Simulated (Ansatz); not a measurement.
Geometry optimisation, Ansatz, DFT PBE-D3(BJ), scalar-relativistic, plane waves, PAW.

Input:

```yaml
crystal:
  lattice:
    - [7.398, 0.0, 0.0]
    - [-3.699, 6.406856, 0.0]
    - [0.0, 0.0, 12.0]
  atoms:
    - { symbol: C, position: [0.0, 0.0, 0.08333333] }
    - { symbol: C, position: [0.22222222, 0.11111111, 0.08333333] }
    - { symbol: C, position: [0.0, 0.33333333, 0.08333333] }
    - { symbol: C, position: [0.22222222, 0.44444444, 0.08333333] }
    - { symbol: C, position: [0.0, 0.66666666, 0.08333333] }
    - { symbol: C, position: [0.22222222, 0.77777777, 0.08333333] }
    - { symbol: C, position: [0.33333333, 0.0, 0.08333333] }
    - { symbol: C, position: [0.55555556, 0.11111111, 0.08333333] }
    - { symbol: C, position: [0.33333333, 0.33333333, 0.08333333] }
    - { symbol: C, position: [0.55555555, 0.44444444, 0.08333333] }
    - { symbol: C, position: [0.33333333, 0.66666666, 0.08333333] }
    - { symbol: C, position: [0.55555555, 0.77777777, 0.08333333] }
    - { symbol: C, position: [0.66666667, 0.0, 0.08333333] }
    - { symbol: C, position: [0.88888889, 0.11111111, 0.08333333] }
    - { symbol: C, position: [0.66666667, 0.33333333, 0.08333333] }
    - { symbol: C, position: [0.88888889, 0.44444444, 0.08333333] }
    - { symbol: C, position: [0.66666666, 0.66666666, 0.08333333] }
    - { symbol: C, position: [0.88888889, 0.77777777, 0.08333333] }
    - { symbol: F, position: [0.11111111, 0.38888889, 0.18] }
    - { symbol: H, position: [-0.07407408, 0.62962962, 0.165] }
basis:
  ecutwfc: 420.0
kpoints:
  mp_grid: { grid: [2, 2, 1] }
hamiltonian:
  xc: pbe
  dispersion: d3bj
  pseudopotentials: { kind: paw, azcp: { folder: soft_1 } }
scf:
  occupations: { method: gaussian, width: 0.05 }
  lower_state_search: "off"
relax:
  f_tol: 0.03
  max_steps: 60
  adjacent_minimum: "off"
```

Run as:

```bash
$ ansatz run input.yaml --threads 1 --pin off --max-ram 3072MiB --backend cpu --events-out ev --progress --plain --runs-dir out
```

Task: Where does it end, and by what steps?

Result: The run converged. The force dipped under the threshold on the way, but the program's further checks kept it going. Limits of this set-up: coarse k mesh, slab without dipole correction. After 11 steps the energy has fallen by 6.780 eV; F19 moved furthest, 0.91 Å. The start is strongly strained (largest force component 16 eV/Å), so its close contacts needn't be bonds. Parted: C3–F19 (1.36 → 2.36 Å).

```csv
step,energy less start (eV),largest force component (eV/Å),accepted
0,0.0000,16.061,yes
1,-2.6910,10.293,yes
2,-4.7287,4.916,yes
3,-5.8242,1.658,yes
4,-6.3078,0.687,yes
5,-6.5865,0.801,yes
6,-6.7118,0.814,yes
7,-6.5244,2.610,no
8,-6.7653,0.419,yes
9,-6.7790,0.121,yes
10,-6.7804,0.029,yes
11,-6.7804,0.029,yes
```

```xyz
20
Lattice="7.3980 0.0000 0.0000 -3.6990 6.4069 0.0000 0.0000 0.0000 12.0000" Properties=species:S:1:pos:R:3
C -0.068 -0.034 0.910
C 1.197 0.687 0.921
C -1.309 2.103 0.936
C -0.055 2.820 1.301
C -2.516 4.241 1.283
C -1.250 4.958 0.945
C 2.419 -0.025 0.848
C 3.651 0.681 0.800
C 1.208 2.091 0.985
C 2.418 2.803 0.921
C -0.061 4.266 0.938
C 1.185 4.958 0.837
C 4.882 -0.030 0.795
C 6.112 0.678 0.836
C 3.646 2.100 0.847
C 4.894 2.786 0.942
C 2.410 4.258 0.911
C 3.614 4.973 0.973
F -0.083 2.834 2.810
H -2.497 4.227 2.400
```

Whether the end is a true minimum wasn't checked by a vibrational analysis.

Time of the run: 63 s on 1 thread of Arm Neoverse V2, with other jobs on the host, peak memory 0.64 GiB.
